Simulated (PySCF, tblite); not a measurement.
Isomers of C5H11NO2Si, one GFN2-xTB conformer each. Single-point energies are computed at PBE0/pcSseg-1 (PySCF, gas phase, no added dispersion term), electronic only.

Question: Rank them by PBE0/pcSseg-1 energy, lowest first (kJ/mol).
A. `[H]/[N:5]=[CH:4]/[C@:3]1([CH2:2][CH3:1])[CH2:6][O:7][SiH2:8][O:9]1` with C1–C2–C3–C4 59°, C2–C3–C4–N5 69°, C2–C3–C6–O7 140°, C3–C6–O7–Si8 -16°, C6–O7–Si8–O9 7°, O7–Si8–O9–C3 7°
B. `[H]/[N:5]=[CH:4]/[C:2]([CH3:1])([CH3:3])[SiH2:6][O:7][CH:8]=[O:9]` with C1–C2–C4–N5 102°, C1–C2–Si6–O7 -174°, C2–Si6–O7–C8 1°, Si6–O7–C8–O9 -7°
C. `[CH3:1][O:2]/[C:3](=[CH:4]/[SiH3:5])[CH2:6][C:7]([NH2:8])=[O:9]` with C1–O2–C3–C4 1°, O2–C3–C6–C7 -86°, C3–C6–C7–N8 63°, C6–C7–N8–H -176° and -8°
D. `[NH2:1][CH2:2][CH2:3][Si@@H:4]1[CH2:5][CH2:6][C:7](=[O:8])[O:9]1` with H–N1–C2–C3 176° and -65°, N1–C2–C3–Si4 64°, C2–C3–Si4–C5 -95°, C3–Si4–C5–C6 -132°, Si4–C5–C6–C7 23°, C5–C6–C7–O8 163°, C6–C7–O9–Si4 3°
E. `[CH2:1]=[CH:2][O:3][SiH2:4][CH2:5][C:6](=[O:7])[NH:8][CH3:9]` with C1–C2–O3–Si4 0°, C2–O3–Si4–C5 -179°, O3–Si4–C5–C6 178°, Si4–C5–C6–O7 5°, C5–C6–N8–C9 179°
F. `[CH3:1][NH:2][Si@H:3]1[CH2:4][CH2:5][O:6][C:7](=[O:8])[CH2:9]1` with C1–N2–Si3–C4 66°, N2–Si3–C4–C5 108°, Si3–C4–C5–O6 56°, C4–C5–O6–C7 -63°, C5–O6–C7–O8 175°
G. `[CH2:1]=[CH:2][C@@H:3]1[CH2:4][CH2:5][O:6][Si@H:7]([NH2:8])[O:9]1` with C1–C2–C3–C4 -107°, O6–Si7–N8–H -49° and 172°, C2–C3–C4–C5 180°, C3–C4–C5–O6 61°, C4–C5–O6–Si7 -46°, C5–O6–Si7–N8 151°

Answer: G (0.0), D (47.4), F (102.2), A (110.1), E (132.5), B (148.1), C (236.1).

As drawn, the lowest has an Si–O bond, which the highest lacks; the highest has a C=O bond, a C(=O)–N unit and an Si–C bond, which the lowest lacks. Neighbours under 10 kJ/mol apart (CN[Si@H]1CCOC(=O)C1 and [H]/N=C/[C@]1(CC)CO[SiH2]O1) can change places with a better method, another conformer or zero-point energy. GFN2-xTB itself gives, in the same order: 0.0, 123.4, 164.4, 24.6, 136.5, 175.9, 275.7. Both levels put the same isomer lowest; measured from each level's own lowest isomer, the values differ by up to 85.5 kJ/mol ([H]/N=C/[C@]1(CC)CO[SiH2]O1: 24.6 against 110.1).

Which frontier levels, dipoles and rotational constants go with these structures?

```
                     SMILES  HOMO (eV, PBE0/pcSseg-1)  LUMO (eV)  dipole (D)       A, B, C (MHz)
   C=C[C@@H]1CCO[Si@H](N)O1                     -7.59       0.16        1.70  2605, 946.7, 756.5
       NCC[Si@@H]1CCC(=O)O1                     -7.24       0.05        5.21  3493, 736.6, 646.3
        CN[Si@H]1CCOC(=O)C1                     -7.11       0.33        5.85  2839, 888.8, 742.8
[H]/N=C/[C@]1(CC)CO[SiH2]O1                     -7.53      -0.46        1.30   2150, 1145, 952.7
         C=CO[SiH2]CC(=O)NC                     -6.77       0.66        3.95  6192, 509.7, 476.9
  [H]/N=C/C(C)(C)[SiH2]OC=O                     -7.74      -0.29        1.78    2025, 1133, 1072
     CO/C(=C/[SiH3])CC(N)=O                     -6.88      -0.13        4.85   1322, 1237, 701.7
```

What happens when harmonic zero-point energies from GFN2-xTB frequencies are added?

| SMILES | ZPE (kJ/mol) | electronic (kJ/mol) | with ZPE (kJ/mol) |
| --- | --- | --- | --- |
| C=C[C@@H]1CCO[Si@H](N)O1 | 414.4 | 0.0 | 0.0 |
| NCC[Si@@H]1CCC(=O)O1 | 417.0 | 47.4 | 50.0 |
| CN[Si@H]1CCOC(=O)C1 | 416.0 | 102.2 | 103.8 |
| [H]/N=C/[C@]1(CC)CO[SiH2]O1 | 410.1 | 110.1 | 105.8 |
| C=CO[SiH2]CC(=O)NC | 400.5 | 132.5 | 118.6 |
| [H]/N=C/C(C)(C)[SiH2]OC=O | 402.3 | 148.1 | 136.0 |
| CO/C(=C/[SiH3])CC(N)=O | 394.5 | 236.1 | 216.2 |

The zero-point energies span 22.5 kJ/mol. The order is unchanged.
